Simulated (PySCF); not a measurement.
B(F)(Me)(iPr), C4H10BF, SMILES CB(F)C(C)C (GFN2-xTB optimised geometry):

```
16

B      0.664     0.558     0.000
F      1.991     0.558     0.000
C     -0.077     1.952     0.000
H     -0.587     2.109    -0.949
H      0.606     2.784     0.148
H     -0.846     1.999     0.767
C     -0.050    -0.868    -0.032
C     -1.579    -0.827     0.024
C      0.490    -1.780     1.082
H      0.234    -1.339    -0.984
H     -1.991    -1.831    -0.058
H     -1.913    -0.400     0.966
H     -1.980    -0.224    -0.787
H      1.574    -1.842     1.035
H      0.079    -2.784     0.987
H      0.210    -1.388     2.058
```

Method: PBE0/def2-TZVP (PySCF).

Task: What are the frontier orbital energies and the dipole moment?

Result: HOMO-2 -9.49 eV, HOMO-1 -9.41 eV, HOMO -8.05 eV, LUMO -0.08 eV, LUMO+1 0.90 eV; dipole moment 1.15 D.

Meta-Löwdin charges at PBE0/def2-TZVP: B1 0.47, F2 -0.29, C3 -0.50, H4 0.14, H5 0.13, H6 0.14, C7 -0.19, C8 -0.34, C9 -0.34, H10 0.12, H11 0.11, H12 0.11, H13 0.11, H14 0.12, H15 0.11, H16 0.11.
